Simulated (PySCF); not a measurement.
Si(H)(F)(Cl)(OMe) (CH₄ClFOSi), SMILES CO[SiH](F)Cl. Atoms are numbered in the order given.

```xyz
9

Si     0.0754     0.1513     0.4500
F     -0.0078     1.7388     0.1421
Cl     1.8596    -0.5637    -0.2523
O     -1.1141    -0.6265    -0.3625
C     -2.5035    -0.3707    -0.2622
H     -0.0143    -0.0139     1.9134
H     -2.7472     0.6554    -0.5867
H     -2.8703    -0.5101     0.7709
H     -3.0326    -1.0801    -0.9150
```
Charge 0, spin multiplicity 1.

The structure is a stationary point at B3LYP-D3(BJ)/def2-SVP. This is a generated structure with no PubChem entry under its InChIKey; it may be hypothetical. The values are those of a single conformer.

These are B3LYP-D3(BJ)/def2-SVP run with PySCF values and carry that method's errors.

Frequencies are harmonic and unscaled.

```
mode  ν (cm⁻¹)  IR (km/mol)            moving atoms (share of kinetic energy)
----  --------  -----------  ------------------------------------------------
1           38          3.7                    O 32 %, H 24 %, C 23 %, F 12 %
2           83          0.1                                            H 95 %
3          131          2.8  C 29 %, H 20 %, Cl 15 %, Si 13 %, F 12 %, O 11 %
4          218          8.5           F 41 %, Cl 22 %, O 14 %, C 11 %, Si 9 %
5          294          5.9            Cl 32 %, O 25 %, F 14 %, C 12 %, H 9 %
6          365         37.5                           O 34 %, Si 32 %, F 29 %
7          573         82.0                           Si 46 %, Cl 38 %, H 8 %
8          776         25.1                   O 30 %, H 30 %, Si 20 %, C 15 %
9          840         51.4                                    H 78 %, F 14 %
10         851        230.6                           H 61 %, Si 24 %, F 10 %
11         936        217.2                           Si 45 %, F 32 %, H 18 %
12        1151        241.8                            O 38 %, C 30 %, H 29 %
13        1174          1.3                                    H 77 %, C 18 %
14        1213        156.5                            H 48 %, O 28 %, C 22 %
15        1474          8.2                                            H 95 %
16        1477          1.9                                            H 93 %
17        1479          6.5                                            H 92 %
18        2304        103.6                                            H 97 %
19        3005         58.0                                            H 97 %
20        3082         32.0                                    H 90 %, C 10 %
21        3126         20.5                                    H 90 %, C 10 %
```
